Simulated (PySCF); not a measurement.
Shapes and spin states of IrSI2

All numbers come from PBE0 in PySCF with Ir def2-SVP with ECP60, S def2-SVP, I def2-SVP with ECP28; scalar-relativistic core potentials, no spin–orbit coupling; density-fitted integrals.

Relaxations began from a few typed shapes and spin states; open shells are unrestricted. The search is not exhaustive: other isomers or separated fragments can lie lower, and high-lying points may rest on an excited occupation.

(1) Which is the lowest minimum found?
A. doublet C2v: Ir–I 2.515 Å (×2), Ir–S 2.042 Å; I–Ir–I 125.9°, I–Ir–S 117.0° (×2)
B. broken-symmetry Ms = 1/2 (⟨S²⟩ 1.76) C2v: Ir–I 2.545 Å (×2), Ir–S 2.092 Å; I–Ir–I 154.9°, I–Ir–S 102.5° (×2)
C. doublet Cs: Ir–I 2.516 Å (×2), Ir–S 2.042 Å; I–Ir–I 126.3°, I–Ir–S 116.9° (×2)
D. sextet Cs: Ir–I 2.748 Å, Ir–I 2.777 Å, Ir–S 2.136 Å; I–Ir–I 74.3°, I–Ir–S 111.1°, I–Ir–S 174.6°
E. doublet C2v: Ir–I 2.516 Å (×2), Ir–S 2.042 Å; I–Ir–I 126.0°, I–Ir–S 117.0° (×2)
F. sextet C2v: Ir–I 2.560 Å (×2), Ir–S 2.276 Å; I–Ir–I 147.8°, I–Ir–S 106.1° (×2)
G. quartet C2v: Ir–I 2.545 Å (×2), Ir–S 2.094 Å; I–Ir–I 153.4°, I–Ir–S 103.3° (×2)
H. doublet (⟨S²⟩ 0.99) Cs: Ir–I 2.530 Å, Ir–I 2.559 Å, Ir–S 2.059 Å; I–Ir–I 104.3°, I–Ir–S 109.3°, I–Ir–S 146.4°

## Answers

(1) E. The others lie at 0.2 (doublet Cs), 0.2 (doublet C2v), 12.3 (quartet C2v), 38.6 (broken-symmetry Ms = 1/2 C2v), 51.9 (doublet Cs), 167.1 (sextet C2v), 172.2 (sextet Cs) kJ/mol above it.

Formally Ir is in oxidation state +4, d5, with 1 unpaired electron (the high-spin count would be 5). The Mulliken spin on Ir is 0.49, so most of the spin sits on the ligands and the formal count fails. The polar-tensor charge on Ir, 0.67, is far below the formal one.

For the lowest minimum: with open d or f shells other occupations or spin states may lie lower. Spin–orbit coupling, left out here, can matter for elements this heavy.
